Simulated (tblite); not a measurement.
C7H11PSi.
SMILES with atom numbers: `[CH3:1][c:2]1[cH:3][cH:4][c:5]([PH:6][SiH3:7])[cH:8][cH:9]1` (hydrogens: H10, H11, H12 on C1; H13 on C3; H14 on C4; H15 on P6; H16, H17, H18 on Si7; H19 on C8; H20 on C9)

Structure used (GFN2-xTB), in Å, numbered top down from 1:
```xyz
20
C7H11PSi angstrom
C     -3.3358   -0.1186    0.0778
C     -1.8681   -0.0698   -0.2208
C     -1.1194   -1.2385   -0.3003
C      0.2287   -1.1955   -0.5935
C      0.8677    0.0227   -0.8056
P      2.6478    0.0125   -1.1801
Si     3.3796   -0.1229    0.9315
C      0.1207    1.1929   -0.7413
C     -1.2292    1.1424   -0.4512
H     -3.5826   -0.9980    0.6684
H     -3.6537    0.7710    0.6174
H     -3.9025   -0.1679   -0.8529
H     -1.6006   -2.1917   -0.1312
H      0.8019   -2.1108   -0.6570
H      2.7874    1.3935   -1.2775
H      3.0803   -1.4759    1.4015
H      2.7477    0.8473    1.8300
H      4.8223    0.1100    0.8901
H      0.5996    2.1469   -0.9170
H     -1.7971    2.0610   -0.3998
```

Level: GFN2-xTB in tblite, geometry and Hessian alike; calculated harmonic values, unscaled, isolated species. This tight-binding method is rough: wavenumbers can miss measured ones by several per cent, in bad cases by 10 to 20. Modes of hydrogen on phosphorus and silicon can be 10 to 20 % off. One conformer, not necessarily the lowest.

Harmonic wavenumbers (cm⁻¹): 31.9, 35.7, 61.5, 79.3, 132.0, 215.4, 296.4, 350.2, 359.2, 365.3, 450.9, 457.7, 478.0, 516.6, 606.0, 631.7, 657.6, 700.5, 749.6, 761.0, 784.4, 791.1, 822.7, 859.2, 866.8, 909.2, 922.4, 1005.1, 1009.5, 1031.6, 1124.6, 1141.4, 1199.1, 1247.9, 1275.4, 1322.8, 1402.2, 1404.3, 1476.7, 1483.3, 1484.7, 1571.6, 1599.0, 2237.1, 2255.3, 2271.0, 2286.7, 2994.2, 3033.2, 3036.2, 3054.9, 3056.7, 3072.0, 3073.8.

A = 2815, B = 584.9, C = 567.5 MHz; mass 154.037 u (most abundant isotopes); point group C1, symmetry number 1.

Problem. Zero-point energy?

Solution. Half the sum of the wavenumbers: 32521 cm⁻¹ = 92.98 kcal/mol.

Problem. Give the ideal-gas entropy at 298.15 K and 1 bar in the rigid-rotor, harmonic-oscillator model (classical rotation).

Solution. Translation 41.03, rotation 30.22, vibration 35.95: S = 107.2 cal/(mol K).

Problem. And Cp and H(298.15 K) − H(0)?

Solution. Cp = 43.20 cal/(mol K), of which vibrations give 35.26 (their classical limit is 54 R = 107.3); H(298.15 K) − H(0) = 7.65 kcal/mol without the zero-point energy, 5.28 from vibrations.

Problem. How do the functions run with temperature in this model?

Solution. 
| T (K) | S (cal/(mol K)) | Cp (cal/(mol K)) | H − H(0) (kcal/mol) | G − H(0) (kcal/mol) | ln q(vib) |
| --- | --- | --- | --- | --- | --- |
| 100 | 75.4 | 19.9 | 1.47 | -6.07 | 3.07 |
| 200 | 92.5 | 31.2 | 4.00 | -14.50 | 6.22 |
| 300 | 107.5 | 43.4 | 7.73 | -24.51 | 9.23 |
| 500 | 134.6 | 63.3 | 18.53 | -48.78 | 15.17 |
| 800 | 168.8 | 81.7 | 40.54 | -94.47 | 23.62 |
| 1000 | 187.9 | 89.4 | 57.69 | -130.18 | 28.81 |

q(vib) and H(0) count from the zero-point level.

Problem. Which modes carry the vibrational entropy at 298.15 K?

Solution. 31.9 cm⁻¹: 5.71; 35.7 cm⁻¹: 5.48; 61.5 cm⁻¹: 4.41; 79.3 cm⁻¹: 3.91; 132.0 cm⁻¹: 2.92; 215.4 cm⁻¹: 2.00 cal/(mol K); the other 48 give 11.53 together.

Problem. What must be added to the electronic energy to get the Gibbs energy at 298.15 K and 1 bar?

Solution. ZPE + [H(298.15 K) − H(0)] − T·S = 92.98 + 7.65 − 31.96 = 68.67 kcal/mol.

Hindered rotation and anharmonicity are outside this model. Other conformers, if any are populated, would add a mixing term that is left out. The structure is chiral; the term R ln 2 for an equal mix with its mirror image is left out.
